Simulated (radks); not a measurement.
Results of a calculation; reference values are marked as such.
Ni+, configuration [Ar] 3d9. Code: a radial shooting solver on a logarithmic mesh with Libxc functionals. Model: Dirac Kohn-Sham, Slater X-alpha with alpha = 0.674, spin-unpolarised, spherical densities, finite nucleus; open shells fill j = l - 1/2 first; Fermi nuclear charge, rms radius 3.7757 fm.

Normalised radial functions P(r) = r R(r) (large component), r in bohr:

```
   r/bohr * 3p3/2, o 3d3/2 (the largest magnitude, 1.21, reaches the edge; | marks zero, & curves that meet)
 0.006176                             &
 0.006963                             &
 0.007914                             &
 0.008923                             &
  0.01006                             &
  0.01143                             o*
  0.01289                             o*
  0.01465                             o*
  0.01652                             o*
  0.01878                             o*
  0.02117                             o *
  0.02406                             o *
  0.02713                             o  *
  0.03083                             o  *
  0.03477                             o   *
  0.03951                             o    *
  0.04455                             o     *
  0.05023                             o      *
  0.05709                             |o      *
  0.06437                             |o       *
  0.07316                             |o        *
  0.08249                             |o          *
  0.09375                             | o          *
   0.1057                             | o           *
   0.1201                             |  o          *
   0.1355                             |   o         *
    0.154                             |    o        *
   0.1736                             |     o     *
   0.1957                             |       o *
   0.2224                             |      * o
   0.2508                             |  *       o
    0.285                           * |            o
   0.3214                      *      |              o
   0.3653                 *           |                o
   0.4118            *                |                 o
   0.4681       *                     |                   o
   0.5278    *                        |                    o
   0.5998  *                          |                    o
   0.6763  *                          |                    o
   0.7686   *                         |                    o
   0.8667      *                      |                   o
   0.9771         *                   |                 o
    1.111            *                |                o
    1.252                *            |              o
    1.423                   *         |            o
    1.605                      *      |           o
    1.824                         *   |         o
    2.056                          *  |       o
    2.337                           * |      o
    2.635                            *|    o
    2.995                             *   o
    3.377                             *  o
    3.838                             * o
    4.327                             *o
```

3p3/2: eigenvalue -72.765 eV, 1 radial node at r = 0.273 bohr, <r> = 0.790 bohr, 90 % of the charge inside 1.22 bohr. 3d3/2: eigenvalue -12.176 eV, 0 radial nodes, <r> = 1.07 bohr, 90 % of the charge inside 1.94 bohr.
